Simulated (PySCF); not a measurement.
Species: TMS, C₄H₁₂Si.
SMILES with atom numbers: `[CH3:1][Si:2]([CH3:3])([CH3:4])[CH3:5]` (hydrogens: H6, H7, H8 on C1; H9, H10, H11 on C3; H12, H13, H14 on C4; H15, H16, H17 on C5)

Structure used (GFN2-xTB), in Å, numbered top down from 1:
```
atom  x, y, z in Å
C1    -0.4066   -1.2134   -1.4194
Si2   -0.0012   -0.0007   -0.0018
C3     0.0081    1.7855   -0.6754
C4    -1.3198   -0.1549    1.3703
C5     1.7161   -0.4155    0.7216
H6    -1.3797   -1.0036   -1.8532
H7    -0.4187   -2.2416   -1.0702
H8     0.3270   -1.1480   -2.2173
H9     0.2425    2.5019    0.1064
H10   -0.9581    2.0579   -1.0892
H11    0.7465    1.9077   -1.4621
H12   -2.3121    0.0753    0.9941
H13   -1.3509   -1.1605    1.7791
H14   -1.1170    0.5258    2.1917
H15    1.7463   -1.4264    1.1171
H16    2.4931   -0.3368   -0.0328
H17    1.9775    0.2592    1.5312
```

Jobs on this species (17 atoms, 50 electrons) with PySCF (density fitting). Hardware of each: one thread, Intel Xeon at 2.30 GHz (x86_64), on a shared host. Other jobs ran on the host; a repeat could differ by tens of per cent or more. Peak memory is the resident size of the whole Python process, interpreter and libraries included.

Question: Rank these jobs by wall time, shortest first.
A. HCTH407/cc-pVTZ; shieldings; 322 basis functions
B. HF/aug-cc-pVDZ; shieldings; 227 basis functions
C. LDA/aug-cc-pVDZ; shieldings; 227 basis functions

Answer: B (9.3 s), C (24 s), A (45 s).

All jobs:

| level and settings | work | basis functions | SCF cycles | wall time | peak memory |
| --- | --- | --- | --- | --- | --- |
| HF/aug-cc-pVDZ | shieldings | 227 | 8 | 9.3 s | 1.3 GiB |
| LDA/aug-cc-pVDZ | shieldings | 227 | 12 | 24 s | 1.2 GiB |
| PBE/aug-cc-pVDZ | shieldings | 227 | 12 | 30 s | 1.2 GiB |
| wB97X-D/cc-pVTZ | shieldings | 322 | 11 | 44 s | 1.4 GiB |
| HCTH407/cc-pVTZ | shieldings | 322 | 12 | 45 s | 1.2 GiB |
| PW91/cc-pVTZ | shieldings | 322 | 12 | 48 s | 1.2 GiB |
| OLYP/cc-pVTZ | shieldings | 322 | 13 | 49 s | 1.2 GiB |
| wB97X/cc-pVTZ | shieldings | 322 | 11 | 49 s | 1.6 GiB |
| HSE06/cc-pVTZ | shieldings | 322 | 12 | 62 s | 1.7 GiB |

Q: What do all jobs in the table cost together?

A: About 6.0 min; the longest takes about 17 % of that, and about 6.7 times as long as the shortest.
